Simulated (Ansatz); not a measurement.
Species: Si$_{2}$H$_{3}$Cl, charge 0, singlet. A triplet may lie lower; no result for it is given here. Si2H3Cl (SMILES [SiH3][Si]Cl).
B3LYP-D3(BJ)/def2-TZVP minimum from Ansatz (a quantum-chemistry and plane-wave program):
```xyz
6

Si    -0.5578    -0.0596     0.9710
Cl    -0.1986    -1.6172    -0.3978
Si     0.6131     1.6059    -0.3497
H      2.0252     1.1808    -0.5368
H      0.6076     2.9496     0.2862
H     -0.0307     1.7157    -1.6850
```
Charge 0, spin multiplicity 1.

Hartree-Fock and MP2 correlation energies in hartree (Ansatz). UHF or UKS for unpaired electrons; spin-orbit terms are left out. Correlated methods leave the cores frozen. No relativity. The restricted determinant of H3ClSi2 ([SiH3][Si]Cl, singlet) is unstable towards broken spin symmetry in at least one set run.

| basis | X | E(HF) | E(corr, MP2) |
|---|---|---|---|
| cc-pV(T+d)Z | 3 | -1039.15344 | -0.41235 |
| cc-pV(Q+d)Z | 4 | -1039.16293 | -0.44890 |
| cc-pV(5+d)Z | 5 | -1039.16469 | withheld |

Question: Fit E(corr) = E∞ + A/X³ to X = 3 and 4, predict X = 5, and compare with the run.

Answer: A = (-0.41235 - (-0.44890))/(1/27 - 1/64) = 1.7070; E∞ = -0.44890 - A/64 = -0.47557; at X = 5, E∞ + A/125 = -0.46192. The run gave -0.46435, 2.43 mEh below the prediction. The same form on X = 4 and 5 gives E∞ = -0.48056, 4.99 mEh below the first estimate.
